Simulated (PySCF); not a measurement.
Ga(NHMe)(OH)2 (CH₆GaNO₂), SMILES C[NH][Ga]([OH])[OH].

Coordinates come from a PBE-D3(BJ)/def2-SVP optimisation. The values are those of a single conformer.

Calculation: PBE-D3(BJ)/def2-SVP (PySCF 2.14.0).

Frequencies are harmonic and unscaled.

```
mode  ν (cm⁻¹)  IR (km/mol)  moving atoms (share of kinetic energy)
----  --------  -----------  --------------------------------------
1           78          7.4                  N 43 %, H 41 %, C 11 %
2           98          2.4         O 43 %, C 26 %, H 19 %, Ga 12 %
3           99          1.6                   H 69 %, O 13 %, C 9 %
4          171         37.9         O 39 %, Ga 36 %, H 12 %, N 12 %
5          172         20.7                 O 70 %, H 14 %, Ga 13 %
6          226         71.1                           H 90 %, O 8 %
7          293          6.2         C 30 %, N 29 %, H 19 %, Ga 15 %
8          298         49.3                                  H 91 %
9          398        119.2                                  H 94 %
10         606          6.0                  O 41 %, N 40 %, H 11 %
11         680         76.7                 O 49 %, Ga 24 %, N 17 %
12         697         97.2                         O 74 %, Ga 24 %
13         805         76.8                                  H 92 %
14         839        101.8                           H 90 %, O 8 %
15        1056          9.6                          H 85 %, C 11 %
16        1095          0.8                          H 77 %, C 19 %
17        1126         97.1                  N 46 %, C 38 %, H 16 %
18        1335         19.1                  H 69 %, N 21 %, C 10 %
19        1402         23.7                          H 86 %, C 14 %
20        1413          1.7                                  H 97 %
21        1444          6.5                                  H 96 %
22        2908        120.0                                  H 97 %
23        2960         46.6                          H 90 %, C 10 %
24        3053          8.1                           H 91 %, C 9 %
25        3533         11.4                                  H 93 %
26        3742         39.1                                  H 94 %
27        3744         56.0                                  H 94 %
```
